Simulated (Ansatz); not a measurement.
K3⁺. Charge 1, multiplicity 1. Geometry PBE/def2-TZVP.

```xyz
3

K    -1.8756   -1.6591   -0.4238
K     2.2059   -0.2358   -1.2342
K    -0.3303    1.8949    1.6579
```

LC-ωPBE has ω = 0.4 bohr⁻¹. The structure comes from a short search, and lower isomers may exist.

Question: Estimate the orbital energies around the gap (eV) in Ansatz with PBE/def2-SVP, BLYP/def2-TZVP, PBE0/def2-SVP, CAM-B3LYP/def2-TZVP, LC-ωPBE/def2-TZVP.

Answer: 
```json
{"orbital": "HOMO−9", "PBE/def2-SVP": "-22.34", "BLYP/def2-TZVP": "-21.91", "PBE0/def2-SVP": "-24.30", "CAM-B3LYP/def2-TZVP": "-25.53", "LC-ωPBE/def2-TZVP": "-26.97"}
{"orbital": "HOMO−8", "PBE/def2-SVP": "-22.33", "BLYP/def2-TZVP": "-21.91", "PBE0/def2-SVP": "-24.30", "CAM-B3LYP/def2-TZVP": "-25.53", "LC-ωPBE/def2-TZVP": "-26.97"}
{"orbital": "HOMO−7", "PBE/def2-SVP": "-22.32", "BLYP/def2-TZVP": "-21.89", "PBE0/def2-SVP": "-24.29", "CAM-B3LYP/def2-TZVP": "-25.52", "LC-ωPBE/def2-TZVP": "-26.95"}
{"orbital": "HOMO−6", "PBE/def2-SVP": "-22.32", "BLYP/def2-TZVP": "-21.89", "PBE0/def2-SVP": "-24.28", "CAM-B3LYP/def2-TZVP": "-25.51", "LC-ωPBE/def2-TZVP": "-26.95"}
{"orbital": "HOMO−5", "PBE/def2-SVP": "-22.32", "BLYP/def2-TZVP": "-21.89", "PBE0/def2-SVP": "-24.28", "CAM-B3LYP/def2-TZVP": "-25.51", "LC-ωPBE/def2-TZVP": "-26.95"}
{"orbital": "HOMO−4", "PBE/def2-SVP": "-22.32", "BLYP/def2-TZVP": "-21.89", "PBE0/def2-SVP": "-24.28", "CAM-B3LYP/def2-TZVP": "-25.51", "LC-ωPBE/def2-TZVP": "-26.94"}
{"orbital": "HOMO−3", "PBE/def2-SVP": "-22.30", "BLYP/def2-TZVP": "-21.88", "PBE0/def2-SVP": "-24.26", "CAM-B3LYP/def2-TZVP": "-25.50", "LC-ωPBE/def2-TZVP": "-26.92"}
{"orbital": "HOMO−2", "PBE/def2-SVP": "-22.26", "BLYP/def2-TZVP": "-21.84", "PBE0/def2-SVP": "-24.22", "CAM-B3LYP/def2-TZVP": "-25.45", "LC-ωPBE/def2-TZVP": "-26.87"}
{"orbital": "HOMO−1", "PBE/def2-SVP": "-22.26", "BLYP/def2-TZVP": "-21.84", "PBE0/def2-SVP": "-24.22", "CAM-B3LYP/def2-TZVP": "-25.45", "LC-ωPBE/def2-TZVP": "-26.87"}
{"orbital": "HOMO", "PBE/def2-SVP": "-6.04", "BLYP/def2-TZVP": "-5.91", "PBE0/def2-SVP": "-6.40", "CAM-B3LYP/def2-TZVP": "-7.05", "LC-ωPBE/def2-TZVP": "-7.58"}
{"orbital": "LUMO", "PBE/def2-SVP": "-4.72", "BLYP/def2-TZVP": "-4.68", "PBE0/def2-SVP": "-4.21", "CAM-B3LYP/def2-TZVP": "-3.63", "LC-ωPBE/def2-TZVP": "-2.82"}
{"orbital": "LUMO+1", "PBE/def2-SVP": "-4.72", "BLYP/def2-TZVP": "-4.68", "PBE0/def2-SVP": "-4.21", "CAM-B3LYP/def2-TZVP": "-3.63", "LC-ωPBE/def2-TZVP": "-2.82"}
{"orbital": "LUMO+2", "PBE/def2-SVP": "-3.94", "BLYP/def2-TZVP": "-3.79", "PBE0/def2-SVP": "-3.45", "CAM-B3LYP/def2-TZVP": "-2.70", "LC-ωPBE/def2-TZVP": "-2.07"}
{"orbital": "LUMO+3", "PBE/def2-SVP": "-3.46", "BLYP/def2-TZVP": "-3.44", "PBE0/def2-SVP": "-2.96", "CAM-B3LYP/def2-TZVP": "-2.39", "LC-ωPBE/def2-TZVP": "-1.77"}
{"orbital": "LUMO+4", "PBE/def2-SVP": "-3.36", "BLYP/def2-TZVP": "-3.28", "PBE0/def2-SVP": "-2.81", "CAM-B3LYP/def2-TZVP": "-2.13", "LC-ωPBE/def2-TZVP": "-1.35"}
{"orbital": "LUMO+5", "PBE/def2-SVP": "-3.36", "BLYP/def2-TZVP": "-3.28", "PBE0/def2-SVP": "-2.81", "CAM-B3LYP/def2-TZVP": "-2.13", "LC-ωPBE/def2-TZVP": "-1.35"}
```
